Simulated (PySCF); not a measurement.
Computed IR spectrum (relative IR intensity) of a molecule C₃H₈N₂Si. Geometry optimised at PBE0-D3(BJ)/def2-SVP. One conformer was computed; it need not be the lowest. Computed with PBE0-D3(BJ)/def2-SVP in PySCF 2.14.0. Frequencies are harmonic and unscaled.

| ν (cm⁻¹) | relative intensity |
|---|---|
| 230 | 2.9 |
| 292 | 16 |
| 382 | 5.7 |
| 475 | 3.8 |
| 513 | 2.7 |
| 622 | 18 |
| 699 | 29 |
| 781 | 42 |
| 803 | 35 |
| 901 | 100 |
| 930 | 15 |
| 945 | 19 |
| 958 | 3.8 |
| 967 | 6.5 |
| 1097 | 2.3 |
| 1123 | 2.6 |
| 1163 | 4.2 |
| 1258 | 6.5 |
| 1279 | 7.7 |
| 1410 | 7.4 |
| 1638 | 9.1 |
| 1659 | 4.0 |
| 2223 | 37 |
| 2228 | 36 |
| 2263 | 33 |
| 3068 | 12 |
| 3082 | 5.0 |
| 3136 | 5.9 |
| 3637 | 2.5 |

**Question.** Which molecule gave these data?
A) C[C@H]1N=C[Si@H]1N
B) N[SiH2]N1C=CC1
C) N[C@@H]1CN=C1[SiH3]
D) C#C[Si](C)(N)N

**Answer.** C, N[C@@H]1CN=C1[SiH3]
